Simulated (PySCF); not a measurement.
Input for PySCF: R-M06-2X/def2-TZVPPD on CH3F (SMILES CF).

```python
from pyscf import gto, dft

mol = gto.M(
    atom='''
    C    -0.23193803    0.52333371    0.46189493
    F     1.06119503    0.13771344    0.82245860
    H    -0.80462488    0.70245050    1.37047248
    H    -0.16614723    1.43274568   -0.13618579
    H    -0.68070591   -0.28023883   -0.12286077
    ''',
    basis='def2-tzvppd',
    charge=0, spin=0, verbose=4, max_memory=1800)
mf = dft.RKS(mol, xc='m062x').density_fit(auxbasis='def2-universal-jkfit')
mf.grids.level = 4
mf.conv_tol = 1e-9
mf.max_cycle = 150
mf.kernel()
mf.dip_moment()
```

Output:

```
PySCF version 2.14.0

[INPUT] verbose = 4
[INPUT] num. atoms = 5
[INPUT] num. electrons = 18
[INPUT] charge = 0
[INPUT] spin (= nelec alpha-beta = 2S) = 0
[INPUT] symmetry False subgroup None
[INPUT] Mole.unit = angstrom
[INPUT] Symbol           X                Y                Z      unit          X                Y                Z       unit  Magmom
[INPUT]  1 C     -0.231938030000   0.523333710000   0.461894930000 AA   -0.438299354571   0.988957383653   0.872854916025 Bohr   0.0
[INPUT]  2 F      1.061195030000   0.137713440000   0.822458600000 AA    2.005367971450   0.260240685272   1.554221502793 Bohr   0.0
[INPUT]  3 H     -0.804624880000   0.702450500000   1.370472480000 AA   -1.520520656211   1.327439061064   2.589817648453 Bohr   0.0
[INPUT]  4 H     -0.166147230000   1.432745680000  -0.136185790000 AA   -0.313972761055   2.707496941354  -0.257353845158 Bohr   0.0
[INPUT]  5 H     -0.680705910000  -0.280238830000  -0.122860770000 AA   -1.286347741273  -0.529574638169  -0.232173206753 Bohr   0.0

nuclear repulsion = 37.1392418489122
number of shells = 48
number of NR pGTOs = 164
number of NR cGTOs = 128
basis = def2-tzvppd
ecp = {}


******** <class 'pyscf.df.df_jk.DFRKS'> ********
method = DFRKS
initial guess = minao
damping factor = 0
level_shift factor = 0
DIIS = <class 'pyscf.scf.diis.CDIIS'>
diis_start_cycle = 1
diis_space = 8
diis_damp = 0
SCF conv_tol = 1e-09
SCF conv_tol_grad = None
SCF max_cycles = 150
direct_scf = False
XC library pyscf.dft.libxc version 7.1.2
    S. Lehtola, C. Steigemann, M. J. T. Oliveira, and M. A. L. Marques,  SoftwareX 7, 1–5 (2018)
XC functionals = m062x
    Y. Zhao and D. G. Truhlar,  Theor. Chem. Acc. 120, 215 (2008)
    Y. Zhao and D. G. Truhlar,  Theor. Chem. Acc. 120, 215 (2008)
radial grids:
    Treutler-Ahlrichs [JCP 102, 346 (1995); DOI:10.1063/1.469408] (M4) radial grids

becke partition: Becke, JCP 88, 2547 (1988); DOI:10.1063/1.454033
pruning grids: <function nwchem_prune>
grids dens level: 4
symmetrized grids: False
atomic radii adjust function: <function treutler_atomic_radii_adjust>
small_rho_cutoff = 0
Set gradient conv threshold to 3.16228e-05
Initial guess from minao.
tot grids = 104568
******** <class 'pyscf.df.df.DF'> ********
auxbasis = def2-universal-jkfit
init E= -139.718195472458
  HOMO = -0.406297691754059  LUMO = 0.00858983248998049  gap/eV = 11.28966
cycle= 1 E= -139.713385373693  delta_E= 0.00481  |g|= 0.419  |ddm|= 1.35
  HOMO = -0.371670305597681  LUMO = 0.0144068391522651  gap/eV = 10.50569
cycle= 2 E= -139.706309201663  delta_E= 0.00708  |g|= 0.518  |ddm|= 0.488
  HOMO = -0.430776940439278  LUMO = 0.0183723670680713  gap/eV = 12.22198
cycle= 3 E= -139.744176413727  delta_E= -0.0379  |g|= 0.0225  |ddm|= 0.208
  HOMO = -0.429636210590391  LUMO = 0.0190977526155471  gap/eV = 12.21067
cycle= 4 E= -139.744260021729  delta_E= -8.36e-05  |g|= 0.0052  |ddm|= 0.0171
  HOMO = -0.430514209455333  LUMO = 0.0191193237859189  gap/eV = 12.23515
cycle= 5 E= -139.744265986507  delta_E= -5.96e-06  |g|= 0.00166  |ddm|= 0.00626
  HOMO = -0.430154242988496  LUMO = 0.0191567188079986  gap/eV = 12.22637
cycle= 6 E= -139.744266601439  delta_E= -6.15e-07  |g|= 0.000471  |ddm|= 0.00168
  HOMO = -0.430237539658225  LUMO = 0.0191488420718535  gap/eV = 12.22843
cycle= 7 E= -139.744266668879  delta_E= -6.74e-08  |g|= 7.44e-05  |ddm|= 0.000535
  HOMO = -0.430241712937313  LUMO = 0.0191517515261062  gap/eV = 12.22862
cycle= 8 E= -139.744266670605  delta_E= -1.73e-09  |g|= 9.98e-06  |ddm|= 0.00011
  HOMO = -0.430242056508059  LUMO = 0.0191516274454884  gap/eV = 12.22863
cycle= 9 E= -139.744266670641  delta_E= -3.62e-11  |g|= 8.97e-07  |ddm|= 1.42e-05
  HOMO = -0.430241988916721  LUMO = 0.0191516513032184  gap/eV = 12.22862
Extra cycle  E= -139.744266670641  delta_E= -5.68e-14  |g|= 4.27e-07  |ddm|= 2.2e-06
converged SCF energy = -139.744266670641
Dipole moment(X, Y, Z, Debye): -1.77634,  0.52974, -0.49631
```

The calculation finished and met its thresholds.

Cost: roughly 7 core-seconds.
